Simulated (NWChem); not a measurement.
System: BSiH₅O₃; SMILES OB(O)O[SiH3]

```xyz
10

B      0.1101     0.9778    -0.0769
O      0.8428     2.0734    -0.4279
H      0.4514     2.9171    -0.1931
O     -1.1011     1.0175     0.5666
H     -1.4402     1.8907     0.7743
O      0.6218    -0.2429    -0.3894
Si     0.0066    -1.7704    -0.1148
H     -1.3048    -1.9498    -0.8051
H     -0.1613    -2.0233     1.3469
H      0.9941    -2.7356    -0.6724
```
Atoms are numbered in this order, from 1.

Computed with NWChem. Coordinates come from a PBE0/def2-SVP optimisation. GIAO values for the isolated, static molecule; σ is the absolute isotropic shielding, δ = σ(reference) − σ with the isolated reference molecule computed at the same levels (11B: boron trifluoride, 1H: tetramethylsilane, 17O: water, 29Si: tetramethylsilane).

For level KT2/pcSseg-1:

| Property | Result |
|---|---|
| δ O2 (ppm) | 90.4 |
| δ H3 (ppm) | 2.05 |
| δ O4 (ppm) | 90.9 |
| δ O6 (ppm) | 55.8 |
| δ Si7 (ppm) | -34.1 |

### Question
What are these values for level PBE/pcSseg-1?

### Answer
The δ O2 (ppm) comes out as 98.2, the δ H3 (ppm) comes out as 2.17 and the δ O4 (ppm) is 98.2. The δ O6 (ppm) comes out as 66.0 and the δ Si7 (ppm) is -37.4.
